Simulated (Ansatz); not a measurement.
## Molecular dynamics of C3H8S2Si

Input file:

```yaml
crystal:
  periodic: [false, false, false]
  atoms:
    - { symbol: C, position_ang: [-1.162527, 0.731331, 0.717431] }
    - { symbol: Si, position_ang: [0.36347, -0.020261, 1.51815] }
    - { symbol: C, position_ang: [1.364759, -0.739177, 0.098126] }
    - { symbol: S, position_ang: [0.281676, -1.485589, -1.163614] }
    - { symbol: C, position_ang: [-0.464364, 0.015523, -1.892597] }
    - { symbol: S, position_ang: [-0.737751, 1.506203, -0.877164] }
    - { symbol: H, position_ang: [-1.582965, 1.52507, 1.34668] }
    - { symbol: H, position_ang: [-1.9545, -0.017403, 0.581383] }
    - { symbol: H, position_ang: [1.110078, 1.00337, 2.214372] }
    - { symbol: H, position_ang: [0.007146, -1.062152, 2.45468] }
    - { symbol: H, position_ang: [2.016062, 0.020993, -0.354239] }
    - { symbol: H, position_ang: [2.019962, -1.543981, 0.453014] }
    - { symbol: H, position_ang: [-1.419717, -0.32847, -2.324841] }
    - { symbol: H, position_ang: [0.145869, 0.365341, -2.742783] }
magnetization:
  spin_polarized: true
basis:
  gaussian: { orbitals: STO-3G }
hamiltonian:
  xc: pbe0
md:
  timestep: 1.0
  n_steps: 112
  ensemble: nve
  temperature: 300.0
  initial_velocities: maxwell_boltzmann
  seed: 986976
```

Launched with:

```bash
$ ansatz run input.yaml --threads 1 --pin off --max-ram 2048MiB --backend cpu --events-out ev --progress --plain --runs-dir out
```

It starts from a relaxed structure.

Output, in part (one step line in 2, the closing report, with atoms numbered from 0):

```
md step     0: t =     0.00 fs  T =   300.0 K  F+E_penalty+E_count = -32407.67060219 eV  E_kin = 0.465336 eV  conserved = -32407.20526619 eV  (23 SCF iters)
md step     2: t =     2.00 fs  T =   184.0 K  F+E_penalty+E_count = -32407.47652216 eV  E_kin = 0.285439 eV  conserved = -32407.19108333 eV  (26 SCF iters)
md step     4: t =     4.00 fs  T =   165.2 K  F+E_penalty+E_count = -32407.45344562 eV  E_kin = 0.256319 eV  conserved = -32407.19712675 eV  (27 SCF iters)
md step     6: t =     6.00 fs  T =   136.7 K  F+E_penalty+E_count = -32407.40953639 eV  E_kin = 0.211970 eV  conserved = -32407.19756677 eV  (26 SCF iters)
md step     8: t =     8.00 fs  T =    84.9 K  F+E_penalty+E_count = -32407.32317603 eV  E_kin = 0.131639 eV  conserved = -32407.19153705 eV  (26 SCF iters)
md step    10: t =    10.00 fs  T =   143.9 K  F+E_penalty+E_count = -32407.42243914 eV  E_kin = 0.223233 eV  conserved = -32407.19920579 eV  (26 SCF iters)
md step    12: t =    12.00 fs  T =   138.6 K  F+E_penalty+E_count = -32407.40921754 eV  E_kin = 0.214926 eV  conserved = -32407.19429129 eV  (26 SCF iters)
md step    14: t =    14.00 fs  T =   149.5 K  F+E_penalty+E_count = -32407.43038083 eV  E_kin = 0.231848 eV  conserved = -32407.19853306 eV  (23 SCF iters)
md step    16: t =    16.00 fs  T =   118.8 K  F+E_penalty+E_count = -32407.37655069 eV  E_kin = 0.184301 eV  conserved = -32407.19225014 eV  (23 SCF iters)
md step    18: t =    18.00 fs  T =   190.2 K  F+E_penalty+E_count = -32407.49454642 eV  E_kin = 0.294980 eV  conserved = -32407.19956657 eV  (25 SCF iters)
md step    20: t =    20.00 fs  T =   175.5 K  F+E_penalty+E_count = -32407.46853147 eV  E_kin = 0.272154 eV  conserved = -32407.19637790 eV  (24 SCF iters)
md step    22: t =    22.00 fs  T =   145.0 K  F+E_penalty+E_count = -32407.41732573 eV  E_kin = 0.224903 eV  conserved = -32407.19242302 eV  (26 SCF iters)
md step    24: t =    24.00 fs  T =   199.2 K  F+E_penalty+E_count = -32407.51043342 eV  E_kin = 0.308986 eV  conserved = -32407.20144714 eV  (25 SCF iters)
md step    26: t =    26.00 fs  T =   116.5 K  F+E_penalty+E_count = -32407.37287193 eV  E_kin = 0.180742 eV  conserved = -32407.19212944 eV  (25 SCF iters)
md step    28: t =    28.00 fs  T =   131.9 K  F+E_penalty+E_count = -32407.40170150 eV  E_kin = 0.204623 eV  conserved = -32407.19707856 eV  (26 SCF iters)
md step    30: t =    30.00 fs  T =   152.7 K  F+E_penalty+E_count = -32407.43364152 eV  E_kin = 0.236877 eV  conserved = -32407.19676431 eV  (27 SCF iters)
md step    32: t =    32.00 fs  T =   139.7 K  F+E_penalty+E_count = -32407.41227391 eV  E_kin = 0.216676 eV  conserved = -32407.19559824 eV  (27 SCF iters)
md step    34: t =    34.00 fs  T =   139.9 K  F+E_penalty+E_count = -32407.41287314 eV  E_kin = 0.217075 eV  conserved = -32407.19579850 eV  (27 SCF iters)
md step    36: t =    36.00 fs  T =   160.9 K  F+E_penalty+E_count = -32407.44380211 eV  E_kin = 0.249569 eV  conserved = -32407.19423308 eV  (26 SCF iters)
md step    38: t =    38.00 fs  T =   194.4 K  F+E_penalty+E_count = -32407.50333062 eV  E_kin = 0.301534 eV  conserved = -32407.20179702 eV  (25 SCF iters)
md step    40: t =    40.00 fs  T =   110.6 K  F+E_penalty+E_count = -32407.36177144 eV  E_kin = 0.171576 eV  conserved = -32407.19019589 eV  (26 SCF iters)
md step    42: t =    42.00 fs  T =   147.7 K  F+E_penalty+E_count = -32407.42920962 eV  E_kin = 0.229103 eV  conserved = -32407.20010666 eV  (26 SCF iters)
md step    44: t =    44.00 fs  T =    99.8 K  F+E_penalty+E_count = -32407.34937355 eV  E_kin = 0.154788 eV  conserved = -32407.19458584 eV  (27 SCF iters)
md step    46: t =    46.00 fs  T =    90.4 K  F+E_penalty+E_count = -32407.33264746 eV  E_kin = 0.140291 eV  conserved = -32407.19235683 eV  (27 SCF iters)
md step    48: t =    48.00 fs  T =   173.8 K  F+E_penalty+E_count = -32407.46952510 eV  E_kin = 0.269646 eV  conserved = -32407.19987901 eV  (27 SCF iters)
md step    50: t =    50.00 fs  T =   161.9 K  F+E_penalty+E_count = -32407.44651952 eV  E_kin = 0.251123 eV  conserved = -32407.19539603 eV  (27 SCF iters)
md step    52: t =    52.00 fs  T =   151.6 K  F+E_penalty+E_count = -32407.43114018 eV  E_kin = 0.235090 eV  conserved = -32407.19605067 eV  (26 SCF iters)
md step    54: t =    54.00 fs  T =   149.0 K  F+E_penalty+E_count = -32407.42662114 eV  E_kin = 0.231140 eV  conserved = -32407.19548093 eV  (27 SCF iters)
md step    56: t =    56.00 fs  T =   165.4 K  F+E_penalty+E_count = -32407.45420208 eV  E_kin = 0.256562 eV  conserved = -32407.19764013 eV  (24 SCF iters)
md step    58: t =    58.00 fs  T =   138.9 K  F+E_penalty+E_count = -32407.40995530 eV  E_kin = 0.215456 eV  conserved = -32407.19449951 eV  (25 SCF iters)
md step    60: t =    60.00 fs  T =   152.2 K  F+E_penalty+E_count = -32407.43241232 eV  E_kin = 0.236139 eV  conserved = -32407.19627319 eV  (26 SCF iters)
md step    62: t =    62.00 fs  T =   149.6 K  F+E_penalty+E_count = -32407.43156477 eV  E_kin = 0.232124 eV  conserved = -32407.19944085 eV  (26 SCF iters)
md step    64: t =    64.00 fs  T =    69.5 K  F+E_penalty+E_count = -32407.29803143 eV  E_kin = 0.107800 eV  conserved = -32407.19023103 eV  (24 SCF iters)
md step    66: t =    66.00 fs  T =   142.2 K  F+E_penalty+E_count = -32407.41962649 eV  E_kin = 0.220580 eV  conserved = -32407.19904649 eV  (24 SCF iters)
md step    68: t =    68.00 fs  T =   169.6 K  F+E_penalty+E_count = -32407.45876572 eV  E_kin = 0.263117 eV  conserved = -32407.19564851 eV  (23 SCF iters)
md step    70: t =    70.00 fs  T =   176.0 K  F+E_penalty+E_count = -32407.46962766 eV  E_kin = 0.273046 eV  conserved = -32407.19658203 eV  (23 SCF iters)
md step    72: t =    72.00 fs  T =   173.6 K  F+E_penalty+E_count = -32407.46531599 eV  E_kin = 0.269341 eV  conserved = -32407.19597465 eV  (27 SCF iters)
md step    74: t =    74.00 fs  T =   157.7 K  F+E_penalty+E_count = -32407.44137013 eV  E_kin = 0.244664 eV  conserved = -32407.19670651 eV  (26 SCF iters)
md step    76: t =    76.00 fs  T =   122.7 K  F+E_penalty+E_count = -32407.38603887 eV  E_kin = 0.190381 eV  conserved = -32407.19565758 eV  (26 SCF iters)
md step    78: t =    78.00 fs  T =   125.8 K  F+E_penalty+E_count = -32407.38926695 eV  E_kin = 0.195093 eV  conserved = -32407.19417382 eV  (25 SCF iters)
md step    80: t =    80.00 fs  T =   171.5 K  F+E_penalty+E_count = -32407.46643056 eV  E_kin = 0.266047 eV  conserved = -32407.20038380 eV  (26 SCF iters)
md step    82: t =    82.00 fs  T =   107.9 K  F+E_penalty+E_count = -32407.36028913 eV  E_kin = 0.167291 eV  conserved = -32407.19299851 eV  (27 SCF iters)
md step    84: t =    84.00 fs  T =   117.6 K  F+E_penalty+E_count = -32407.37731626 eV  E_kin = 0.182365 eV  conserved = -32407.19495087 eV  (26 SCF iters)
md step    86: t =    86.00 fs  T =   157.3 K  F+E_penalty+E_count = -32407.44268843 eV  E_kin = 0.244009 eV  conserved = -32407.19867984 eV  (23 SCF iters)
md step    88: t =    88.00 fs  T =   146.0 K  F+E_penalty+E_count = -32407.41969732 eV  E_kin = 0.226477 eV  conserved = -32407.19322001 eV  (26 SCF iters)
md step    90: t =    90.00 fs  T =   201.9 K  F+E_penalty+E_count = -32407.51179512 eV  E_kin = 0.313138 eV  conserved = -32407.19865710 eV  (26 SCF iters)
md step    92: t =    92.00 fs  T =   200.8 K  F+E_penalty+E_count = -32407.50761427 eV  E_kin = 0.311410 eV  conserved = -32407.19620379 eV  (25 SCF iters)
md step    94: t =    94.00 fs  T =   174.7 K  F+E_penalty+E_count = -32407.46720695 eV  E_kin = 0.271034 eV  conserved = -32407.19617329 eV  (24 SCF iters)
md step    96: t =    96.00 fs  T =   150.5 K  F+E_penalty+E_count = -32407.42827365 eV  E_kin = 0.233448 eV  conserved = -32407.19482549 eV  (23 SCF iters)
md step    98: t =    98.00 fs  T =   162.7 K  F+E_penalty+E_count = -32407.44962496 eV  E_kin = 0.252322 eV  conserved = -32407.19730305 eV  (26 SCF iters)
md step   100: t =   100.00 fs  T =   140.3 K  F+E_penalty+E_count = -32407.41407642 eV  E_kin = 0.217555 eV  conserved = -32407.19652178 eV  (25 SCF iters)
md step   102: t =   102.00 fs  T =   115.7 K  F+E_penalty+E_count = -32407.37307419 eV  E_kin = 0.179509 eV  conserved = -32407.19356477 eV  (26 SCF iters)
md step   104: t =   104.00 fs  T =   157.2 K  F+E_penalty+E_count = -32407.44251402 eV  E_kin = 0.243877 eV  conserved = -32407.19863674 eV  (24 SCF iters)
md step   106: t =   106.00 fs  T =   139.7 K  F+E_penalty+E_count = -32407.41158066 eV  E_kin = 0.216695 eV  conserved = -32407.19488560 eV  (23 SCF iters)
md step   108: t =   108.00 fs  T =   153.2 K  F+E_penalty+E_count = -32407.43319255 eV  E_kin = 0.237572 eV  conserved = -32407.19562025 eV  (23 SCF iters)
md step   110: t =   110.00 fs  T =   178.4 K  F+E_penalty+E_count = -32407.47429487 eV  E_kin = 0.276668 eV  conserved = -32407.19762681 eV  (27 SCF iters)
md step   112: t =   112.00 fs  T =   153.7 K  F+E_penalty+E_count = -32407.43386843 eV  E_kin = 0.238479 eV  conserved = -32407.19538917 eV  (24 SCF iters)
Total energy: -32407.43388765 eV, -1190.9512288235 hartree
Atom 0 at    -1.142724     0.757463     0.725264 Å, force     0.137555     0.742391     0.375475 eV/Å
Atom 1 at     0.364218    -0.036598     1.506122 Å, force     0.255934     1.566358     0.355248 eV/Å
Atom 2 at     1.347219    -0.715945     0.102965 Å, force     1.381943    -1.057633    -0.353610 eV/Å
Atom 3 at     0.292128    -1.483583    -1.157992 Å, force    -0.131362     0.076323     0.260321 eV/Å
Atom 4 at    -0.473285     0.014087    -1.874418 Å, force     2.115866    -0.134523    -1.260335 eV/Å
Atom 5 at    -0.750734     1.504993    -0.886249 Å, force    -0.140142     0.181255    -0.142204 eV/Å
Atom 6 at    -1.524881     1.589724     1.360494 Å, force     0.066668    -0.645469    -0.398798 eV/Å
Atom 7 at    -1.920569    -0.010405     0.640074 Å, force    -0.258306     0.180623    -0.064398 eV/Å
Atom 8 at     1.159093     0.890452     2.327089 Å, force    -0.393170    -0.319821    -0.423842 eV/Å
Atom 9 at    -0.156141    -1.035895     2.330268 Å, force    -0.190008    -1.184423     0.872720 eV/Å
Atom 10 at     2.062457     0.016710    -0.308690 Å, force    -0.417176     0.081562    -0.155393 eV/Å
Atom 11 at     2.004252    -1.549439     0.422620 Å, force    -0.320339     0.317717     0.206952 eV/Å
Atom 12 at    -1.377894    -0.373414    -2.331567 Å, force    -0.772695     0.055380    -0.358213 eV/Å
Atom 13 at     0.234622     0.293792    -2.734349 Å, force    -1.334767     0.140263     1.086078 eV/Å
Dipole moment:     0.055276    -0.005423     0.147053 e Å
```

All steps were run. The conserved energy stayed within 1.1 meV per atom of its start (net change 0.71 meV per atom), so the integration is sound. The temperature averaged 0.50 of the 300 K drawn at the start: a run that starts near a minimum puts about half its kinetic energy into the potential. A run of 0.11 ps of so small a system gives no equilibrium averages. Limits of this set-up: minimal basis.

The same pairs are bonded in the first frame and the last. Pairs count as bonded within 1.25 times the sum of covalent radii (0.12 Å more for H–H).

Last frame:

```xyz
14
Properties=species:S:1:pos:R:3
C -1.143 0.757 0.725
Si 0.364 -0.037 1.506
C 1.347 -0.716 0.103
S 0.292 -1.484 -1.158
C -0.473 0.014 -1.874
S -0.751 1.505 -0.886
H -1.525 1.590 1.361
H -1.921 -0.010 0.640
H 1.159 0.890 2.327
H -0.156 -1.036 2.330
H 2.062 0.017 -0.309
H 2.004 -1.549 0.423
H -1.378 -0.373 -2.332
H 0.235 0.294 -2.734
```

Run time: 12 min on 1 thread of Arm Neoverse V1, with other jobs on the host, peak memory 0.2 GiB.
